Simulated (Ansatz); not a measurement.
Cost and result up the ladder for the cluster Ge2Te3 (5 atoms). Charge 0, multiplicity 1. Geometry: B3LYP-D4/def2-SVP.

```xyz
5

Ge    0.951   -1.961   -0.719
Ge    0.043    2.287   -0.186
Te   -0.963   -1.757    0.970
Te   -1.539    0.936    1.308
Te    1.508    0.495   -1.373
```

Ansatz on 4 threads of Arm Neoverse V1 on a shared host. Times are rough, and most runs start from the orbitals of an earlier one. CAM-B3LYP-D4/def2-TZVP serves as the yardstick here, not as an exact answer. Differences are given only for rows in sets of like size (and for xTB, whose basis is part of the method), since another set adds its own error. Binding counts from free atoms at the same level (Ge triplet, Te triplet; other spins of the atoms weren't run), without zero-point energy or a counterpoise term.

In the def2 sets Te takes a core potential; there is no spin–orbit coupling. Correlated methods freeze 30 core orbitals; core or outer-core shells of Ge, Te are correlated, in sets that lack core-valence functions. The rows differ in basis, and correlated rows in double-zeta sets carry the largest basis error. Another isomer (singlet) lies 0.08 eV lower at PBE0-D4/def2-TZVP; other spin states weren't run for this one.

Correlated methods converge slowly with the basis, most of all in double-zeta sets.

```
                         level  functions  wall time  binding energy per atom (eV)  difference from CAM-B3LYP-D4/def2-TZVP (eV)           remarks
               PBE-D4/def2-SVP        142        2 s                          2.77                                            –                 –
           revPBE-D4/def2-TZVP        246      4.2 s                          2.65                                         0.24                 –
              PBE0-D4/def2-SVP        142      4.3 s                          2.58                                            –                 –
PBE-D4/def2-TZVP (with forces)        246      4.9 s                          2.79                                         0.38                 –
           r2SCAN-D4/def2-TZVP        246      9.5 s                          2.60                                         0.19                 –
             PBE0-D4/def2-TZVP        246       13 s                          2.61                                         0.20                 –
        CAM-B3LYP-D4/def2-TZVP        246       13 s                          2.41                                         0.00                 –
                 MP2/def2-TZVP        246       13 s                          2.55                                         0.14                 –
            BHLYP-D4/def2-TZVP        246       16 s                          2.40                                        -0.01                 –
              CCSD(T)/def2-SVP        142       60 s                          2.16                                            –  large T1 (0.021)
```
